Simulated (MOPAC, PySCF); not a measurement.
CH3BSi, SMILES `B1=C[SiH2]1`, neutral singlet in the gas phase. 

Cartesian coordinates (Å):
```xyz
6

B      0.6921    -0.5579     1.1223
C      1.2448    -0.0894    -0.0138
Si    -0.7718    -0.0108     0.1598
H      1.8631     0.2300    -0.8306
H     -1.4383     1.3088     0.2696
H     -1.6078    -0.8703    -0.7118
```
Charge 0, spin multiplicity 1.

All levels are single points at this geometry (B3LYP-D3(BJ)/def2-TZVP); Pople sets use spherical d functions. Orbital energies aren't observables, and empty levels follow the basis.

| level | HOMO (eV) | LUMO (eV) | gap (eV) | dipole (D) | vertical IE, Delta-SCF (eV) |
|---|---|---|---|---|---|
| B3LYP-D3(BJ)/def2-TZVP in PySCF | -6.96 | -2.79 | 4.16 | 1.28 | 9.36 |
| BP86/6-31G* in PySCF | -5.94 | -3.32 | 2.62 | 1.09 | – |
| HF/3-21G in PySCF | -9.37 | 0.72 | 10.09 | 1.13 | – |
| HF/6-31G* in PySCF | -9.32 | 0.99 | 10.31 | 1.18 | – |
| HF/STO-3G in PySCF | -6.61 | 5.37 | 11.98 | 1.35 | – |
| PM7 in MOPAC | -9.48 | -1.18 | 8.30 | 1.26 | – |
